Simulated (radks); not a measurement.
The numbers below are computed, except where a source is named.
Valence configurations of Fe (all share [Ar]). Code: a radial shooting solver on a logarithmic mesh with Libxc functionals. Model: scalar-relativistic Kohn-Sham, BLYP, spin-polarised, spherical densities, point nucleus; open shells are filled with parallel spins first. Energies are relative to 3d6 4s2; eigenvalues in eV for spin up.

| valence | E (eV) | moment (Bohr magnetons) | e(3d) | e(4p) | e(4s) |
|---|---|---|---|---|---|
| 3d6 4s2 | 0.000 | 4 | -8.697 | - | -5.490 |
| 3d6.5 4s1.5 | 0.089 | 4 | -6.520 | - | -5.038 |
| 3d7 4s1 | 0.622 | 4 | -4.701 | - | -4.628 |
| 3d6.5 4s1 4p0.5 | 1.514 | 5 | -7.265 | -1.674 | -5.712 |
| 3d6 4s1.5 4p0.5 | 1.657 | 5 | -9.492 | -1.876 | -6.187 |
| 3d6 4s1 4p1 | 3.141 | 6 | -10.135 | -2.291 | -6.757 |
| 3d6 4s0.5 4p1.5 | 5.400 | 6 | -10.866 | -2.620 | -7.190 |
| 3d5 4s2 4p1 | 5.762 | 6 | -15.549 | -2.757 | -7.805 |
| 3d6 4p2 | 7.709 | 6 | -11.555 | -2.923 | - |
| 3d4 4s2 4p2 | 21.497 | 6 | -22.784 | -4.011 | -9.854 |

NIST lists [Ar] 3d6 4s2 as the ground configuration; this level of theory agrees among the configurations tried. The energies are those of spherical high-spin densities, not of single terms.
